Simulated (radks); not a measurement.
Task: Coherent X-ray form factor from a spherical all-electron density. Method: scalar-relativistic Kohn-Sham, XLYP, spin-polarised, spherical densities, finite nucleus; Fermi nuclear charge, rms radius of each element as measured or else 0.836 A^(1/3) + 0.57 fm; computed with a radial shooting solver on a logarithmic mesh with Libxc functionals.

sin(theta)/lambda (1/angstrom)  f0 (electrons)
0.05                                    22.601
0.1                                     21.519
0.15                                    20.010
0.2                                     18.321
0.25                                    16.621
0.3                                     15.013
0.4                                     12.262
0.5                                     10.212
0.6                                      8.782
0.8                                      7.124
1                                        6.163
1.25                                     5.163
1.5                                      4.216
2                                        2.726

The species is in the configuration that NIST lists as its ground one. Which atom or ion scatters so?

Result: The chromium ion Cr+, [Ar] 3d5. Extrapolating in s^2 from the first two rows gives f0(0) = 23.0, near the electron count 23; among species with that count, the fall with angle is slower the higher Z, and the table is that of Z = 24; from so few rows the species is fixed only to a neighbour or two.
